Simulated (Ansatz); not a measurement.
`C[SiH2][Se]C=O` + CH₄ → `C[SiH2][Se]C` + `C=O`  (formal exchange of groups at the Se–C bond)

Computed with Ansatz on PBE0-D4/def2-TZVP structures; ΔE is electronic, products minus reactants. CCSD(T)/CBS adds triple-zeta CCSD(T) − MP2 to the extrapolated MP2 energy (def2 sets, frozen cores). This one scheme is used for every species. Functionals use def2-TZVPP. B3LYP here is the variant with VWN-RPA as its local correlation; programs differ in this. For Se outer-core shells are correlated without core-valence functions, which leaves a few kJ/mol of doubt a bond. Scalar relativity is left out up to krypton. One conformer a species, not always the lowest.

| level | ΔE (kJ/mol) | difference from CCSD(T)/CBS |
| --- | --- | --- |
| B3LYP-D4 | 64.5 | 10.2 |
| ωB97X-V | 53.3 | -1.0 |
| ωB97M-V | 55.1 | 0.8 |
| B2PLYP | 62.0 | 7.7 |
| PBE | 77.1 | 22.8 |
| B3LYP | 65.3 | 11.0 |
| MP2/def2-TZVPP | 56.2 | 1.9 |
| CCSD(T)/def2-TZVPP | 52.9 | -1.4 |
| HF/CBS(def2) | 36.5 | -17.8 |
| MP2/CBS(def2) | 57.6 | 3.3 |
| CCSD(T)/CBS | 54.3 | 0 |

Largest T1 diagnostic among the species: 0.015.

From PBE to PBE0 (25 % exact exchange), in def2-TZVPP and without D4, ΔE moves by −12.2 kJ/mol. In def2-TZVPP, CCSD(T) changes the Hartree–Fock value by +16.3 kJ/mol (the triples alone add +5.8 kJ/mol) and MP2 by +19.6 kJ/mol.
